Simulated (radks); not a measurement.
The numbers below are computed, except where a source is named.
Species: Xe2+. Configuration: [Kr] 4d10 5s2 5p4. Level of theory: scalar-relativistic Kohn-Sham, LDA (Slater exchange, VWN5 correlation), spin-polarised, spherical densities, finite nucleus; open shells are filled with parallel spins first (spin-orbit coupling, left out, can overturn this in heavy ions); Fermi nuclear charge, rms radius 4.7859 fm; hard spherical wall at 2.5 bohr (a radial shooting solver on a logarithmic mesh with Libxc functionals).

Unscreened Slater integrals over Kohn-Sham orbitals (hartree). They are taken over the spin-up orbitals. Empty in this configuration: 4f.

F0(5p,5p): 0.59373
F2(5p,5p): 0.33721
F0(5p,5s): 0.60183
G1(5p,5s): 0.42359
F0(5p,4d): 0.69582
F2(5p,4d): 0.25746
G1(5p,4d): 0.092279
G3(5p,4d): 0.090850
F0(5p,4f): 0.64759
F2(5p,4f): 0.30461
G2(5p,4f): 0.19067
G4(5p,4f): 0.15405
F0(5s,5s): 0.61111
F0(5s,4d): 0.71034
G2(5s,4d): 0.11007
F0(5s,4f): 0.66040
G3(5s,4f): 0.19208
F0(4d,4d): 1.0164
F2(4d,4d): 0.51448
F4(4d,4d): 0.34131
F0(4d,4f): 0.85630
F2(4d,4f): 0.40661
F4(4d,4f): 0.25650
G1(4d,4f): 0.48865
G3(4d,4f): 0.29823
G5(4d,4f): 0.20843
F0(4f,4f): 0.75871
F2(4f,4f): 0.37905
F4(4f,4f): 0.24254
F6(4f,4f): 0.17610

Derived for the open shells (J is the average intra-shell exchange parameter used in DFT+U). 5p: J = F2/5 = 0.06744 hartree.
